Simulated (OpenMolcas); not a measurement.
Ru5+ (d3) among equal point charges was computed by CASSCF with the d shell active (OpenMolcas, ANO-RCC-VDZP on the metal). Its lowest spin-free states, and all those of the highest spin:

```tsv
2S+1	Degeneracy	E (cm-1)
4	2	0.0
4	1	209.1
4	1	1786
4	1	2796
4	2	3175
4	1	14306
2	1	16200
2	2	16342
2	1	16972
2	1	17316
2	2	17634
2	1	17848
4	2	20602
```

Is the site octahedral, tetrahedral or cube-like, axial, or of lower symmetry?

The states with 2S+1 = 4 have orbital degeneracies 2, 1, 1, 1, 2, 1, 2. There are pairs but no triples, so the site is axial: not cubic, but with a proper or improper axis of order three or more. The run had Ru5+ among 4 point charges of -0.98 e arranged as a square (D4h), 2.07 Å from the ion.

An orbital doublet at a regular site is open to a Jahn-Teller distortion, which this geometry leaves out. Without dynamic correlation the repulsion within the d shell is too large (B by tens of per cent), so at a given field states of lower spin stand too high. The ground term spreads over less than 5000 cm-1, several times less than with real ligands, so orbital moments are less quenched and χT lies further from the spin-only value than at real sites. This is an electrostatic model: the charges have no orbitals. No measured value stands beside these numbers.
